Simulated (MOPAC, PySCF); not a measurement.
F4Sn, SMILES `[F][Sn]([F])([F])[F]`, neutral singlet in the gas phase. 

Cartesian coordinates (Å):
SMILES: [F][Sn]([F])([F])[F]
```xyz
5

F      1.0220     1.4605    -0.5861
Sn     0.0000     0.0000     0.0000
F      1.1427    -1.3918     0.5273
F     -1.0613     0.5234     1.4563
F     -1.1034    -0.5920    -1.3975
```
Charge 0, spin multiplicity 1.

All levels are single points at this geometry (PBE0-D3(BJ)/def2-TZVP); Pople sets use spherical d functions. Orbital energies aren't observables, and empty levels follow the basis.

```csv
level,HOMO (eV),LUMO (eV),gap (eV),dipole (D),"vertical IE, Delta-SCF (eV)"
PBE-D3(BJ)/def2-TZVP in PySCF,-10.25,-4.61,5.64,0.00,–
ωB97X-D3(BJ)/def2-TZVP in PySCF,-15.08,-1.34,13.74,0.00,–
B3LYP/6-311+G** (LANL2DZ on Sn) in PySCF,-12.35,-4.15,8.20,0.00,–
B3LYP/6-31G* (LANL2DZ on Sn) in PySCF,-11.30,-3.08,8.21,0.00,14.06
BP86/6-31G* (LANL2DZ on Sn) in PySCF,-9.56,-3.87,5.69,0.00,–
M06-2X/6-31G* (LANL2DZ on Sn) in PySCF,-13.93,-1.75,12.18,0.00,–
PBE/6-31G* (LANL2DZ on Sn) in PySCF,-9.43,-3.81,5.62,0.00,–
SVWN5/6-31G* (LANL2DZ on Sn) in PySCF,-9.62,-4.04,5.58,0.00,–
HF/6-31G* (LANL2DZ on Sn) in PySCF,-17.53,0.88,18.41,0.00,16.78
AM1 in MOPAC,-12.61,-0.09,12.51,0.00,–
PM3 in MOPAC,-16.15,-2.61,13.54,0.00,–
PM6 in MOPAC,-14.64,-2.05,12.59,0.00,–
PM7 in MOPAC,-14.26,-0.60,13.65,0.00,–
```
